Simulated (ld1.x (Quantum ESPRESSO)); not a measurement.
Before and after: PAW potential for gold

gold (Au), PAW, made with ld1.x (Quantum ESPRESSO) 7.5 (PBE, scalar-relativistic). Core [Xe] 4f14, reference 5d9 6s0 6p0 (charge +2). Waves: 6s (bound, empty): rcut 1.90, rcutus 2.00 bohr; 6s channel at 0.15 Ry: rcut 1.90, rcutus 2.00 bohr; 6p (bound, empty): rcut 2.05, rcutus 2.80 bohr; 6p channel at -0.7 Ry: rcut 2.05, rcutus 2.80 bohr; 5d (bound): rcut 2.00, rcutus 2.40 bohr; 5d channel at 2.95 Ry: rcut 2.00, rcutus 2.40 bohr. Local part: all-electron potential smoothed inside 1.75 bohr (lloc = -1). Core correction: Bessel-smoothed model core inside 1.00 bohr. Augmentation charge: BESSEL, radius 1.70 bohr.

All-electron outer shells of the reference configuration (PBE, scalar-relativistic, ld1.x):

```
shell  level (eV)  outermost node (bohr)  outermost maximum (bohr)
   5p      -81.30                   0.52                      0.96
   5d      -27.33                   0.56                      1.20
   6s      -22.76                   1.10                      2.13
   6p      -14.61                   1.29                      2.70
```

Change: waves 5d (bound): rcut 2.00, rcutus 2.52 bohr; 5d channel at 2.95 Ry: rcut 2.00, rcutus 2.52 bohr.

Cutoffs: the cutoffs (Ry, on a coarse ladder) from which the occupation-weighted sum of valence levels, in a spherical-Bessel basis at the reference potential, stays within 10 and 1 mRy of its value at 400 Ry; they do not see the model core or the augmentation charge, which bear on the density cutoff. Errors are all-electron minus pseudo energies relative to the spin-unpolarised reference configuration.

Problem. Predict the effect on cutoff, ghosts and configuration errors.

Solution. The potential gets neither clearly harder nor softer (18 Ry and 30 Ry → 18 Ry and 30 Ry); both files keep a bound ghost (s); of the 7 tests that both files solve, the error grows in 0 and shrinks in 2 by more than 15 % and 0.3 meV (median size 12.6 → 10.3 meV).

```csv
quantity,base,changed
"cutoff, loose",18 Ry,18 Ry
"cutoff, tight",30 Ry,30 Ry
bound ghosts,s,s
"error for 5d10 6s1 6p0, meV [ΔE -30.62 eV]",-8.9,-6.5
"error for 5d10 6s0 6p0, meV [ΔE -21.21 eV]",-21,-20
"error for 5d8 6s0 6p0, meV [ΔE 33.88 eV]",-67,-65
"error for 5d9 6s2 6p0, meV [ΔE -28.92 eV]",+5.2,+5.8
"error for 5d7 6s0 6p0, meV [ΔE 81.59 eV]",-349,-341
"error for 5d9 6s1 6p1, meV [ΔE -23.12 eV]",+6.0,+6.8
"error for 5d10 6s0 6p1, meV [ΔE -25.37 eV]",-13,-10
s: phases at 3.04 bohr within 0.05 rad from the reference energy up to (Ry; the scan ends near 5),to the end of the scan,to the end of the scan
p: phases at 3.04 bohr within 0.05 rad from the reference energy up to (Ry; the scan ends near 5),0.3,0.3
d: phases at 3.04 bohr within 0.05 rad from the reference energy up to (Ry; the scan ends near 5),to the end of the scan,to the end of the scan
lowest overlap eigenvalue by channel,"s 0.56, p 0.41, d 0.74","s 0.56, p 0.41, d 0.73"
```

 A true bound ghost makes a file unfit for plane-wave use even where its test errors are small: the radial tests pick states by their node count and pass the ghost by.
